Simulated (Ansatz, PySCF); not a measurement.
Lewis adduct: AlH3 (SMILES [AlH3]) (first 4 atoms) with AsH3 (SMILES [AsH3]); geometry from B3LYP-D3(BJ)/def2-TZVP, rigid monomers moved along the line of their centres of mass till Al1···As5 is 2.40 Å.
(charge 0, multiplicity 1):
```xyz
8

Al     0.28220     0.62546     0.56096
H     -0.54048    -0.29261    -0.44148
H     -0.24747     2.09129     0.86980
H      1.81159     0.28936     0.83026
As    -0.55839    -0.37813     2.57490
H     -0.09329     0.12185     3.92274
H     -0.33928    -1.84961     2.83899
H     -2.03970    -0.35658     2.87194
```

Counterpoise-corrected where a basis set is named; no monomer relaxation. Rows marked so take none.

Frozen-core correlation. Filled d and f shells under p-block atoms count as core. CBS(a, b) extrapolates the correlation energy as X⁻³ and adds the Hartree–Fock energy of set b. Rows in 6-31G*, LANL2DZ carry no dispersion term and start afresh at each structure (6-31G* with six Cartesian d functions); the Pople sets are all-electron and without relativity. MP2/6-31G* freezes PySCF's default core, which leaves 3d correlated. LANL2DZ brings its own core potentials from Na on.

The values were computed with Ansatz (an electronic-structure program) with Gaussian orbitals; PySCF for 6-31G* rows, LANL2DZ rows. 

Problem. Estimate the interaction energy that MP2/6-31G* returns for this input.

Solution. -7.4 kcal/mol

Problem. Give the interaction energy at the level B3LYP/LANL2DZ (no counterpoise).

Solution. -5.9 kcal/mol

Problem. Give the interaction energy at the level CCSD(T)/CBS(def2-SVPD, def2-TZVPPD).

Solution. -11.2 kcal/mol
